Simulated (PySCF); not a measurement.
GaH₂F, SMILES [F][GaH2]. Atoms are numbered in the order given.

```xyz
4

Ga     0.0000     0.0000     0.3496
H      0.0000     1.4259     0.9729
H      0.0000    -1.4259     0.9729
F      0.0000     0.0000    -1.4205
```

Coordinates come from a B3LYP-D3(BJ)/def2-TZVP optimisation.

The numbers are results of B3LYP-D3(BJ)/def2-TZVP run with PySCF, not measurements.

Frequencies are harmonic and unscaled.

Computed normal modes with their intensities:
```json
[
 {"mode": "1", "ν (cm⁻¹)": "518", "IR (km/mol)": "69.3", "Raman (Å⁴/amu)": "12.0", "depolarisation": "0.75", "moving atoms (share of kinetic energy)": "H 89 %"},
 {"mode": "2", "ν (cm⁻¹)": "629", "IR (km/mol)": "117.6", "Raman (Å⁴/amu)": "1.1", "depolarisation": "0.75", "moving atoms (share of kinetic energy)": "H 94 %"},
 {"mode": "3", "ν (cm⁻¹)": "651", "IR (km/mol)": "141.8", "Raman (Å⁴/amu)": "2.6", "depolarisation": "0.11", "moving atoms (share of kinetic energy)": "F 70 %, Ga 23 %"},
 {"mode": "4", "ν (cm⁻¹)": "728", "IR (km/mol)": "52.7", "Raman (Å⁴/amu)": "8.6", "depolarisation": "0.75", "moving atoms (share of kinetic energy)": "H 91 %, F 9 %"},
 {"mode": "5", "ν (cm⁻¹)": "2004", "IR (km/mol)": "28.9", "Raman (Å⁴/amu)": "332.8", "depolarisation": "0.13", "moving atoms (share of kinetic energy)": "H 100 %"},
 {"mode": "6", "ν (cm⁻¹)": "2019", "IR (km/mol)": "215.3", "Raman (Å⁴/amu)": "34.2", "depolarisation": "0.75", "moving atoms (share of kinetic energy)": "H 98 %"}
]
```
